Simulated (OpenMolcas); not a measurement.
**Mn2+: moving the ligands**

Mn2+ with 3 ligands (fluoride) in trigonal planar coordination (D3h) at 1.95 Å. A charge of +0.333 e stands 2.8 Å behind each ligand. Ligand basis ANO-RCC-VDZP.
```
Mn    0.0000    0.0000    0.0000
F     1.9500    0.0000    0.0000
F    -0.9750    1.6887    0.0000
F    -0.9750   -1.6887    0.0000
```

```yaml
Program: OpenMolcas
Method: CASSCF
Basis: ANO-RCC-VTZP [6s5p3d2f1g]
Scalar_Hamiltonian: DKH2, point nucleus
Active_space: 5 electrons in 5 orbitals (3d)
State_averaging: 2S+1 = 6 even, 1 root; 2S+1 = 4 even, 24 roots; 2S+1 = 2 even, 75 roots
Spin-orbit_coupling: RASSI with atomic mean-field integrals over the reference wave functions
```

Runs around this geometry, states (labels of D3, the rotations of D3h). Energies in cm-1 above the lowest state or level, χT in cm3 K/mol.

```
R (Å)  Ground state  First gap with spin-orbit (degeneracies)  χT at 300 K  First state of another spin
 1.89           6A1                                0.1 (2, 4)        4.386                    4A2 27787
 1.95           6A1                              28510 (6, 2)        4.386                    4A2 28562
 2.01           6A1                              29133 (6, 2)        4.386                    4A2 29183
```

Without dynamic correlation the repulsion within the d shell is too large (B by tens of per cent), so at a given field states of lower spin stand too high. Ligand-to-metal charge-transfer states are missing. With no ligand orbital active B as a rule stays too high, so bands that hang on it stand too high and its fall with covalency is understated. With metal d orbitals alone and no dynamic correlation the field as a rule comes out too small, by tens of per cent, by up to half for chloride and softer ligands. No measured value stands beside these numbers; the geometry is a model, was not optimised and need not be the one that this ion takes.
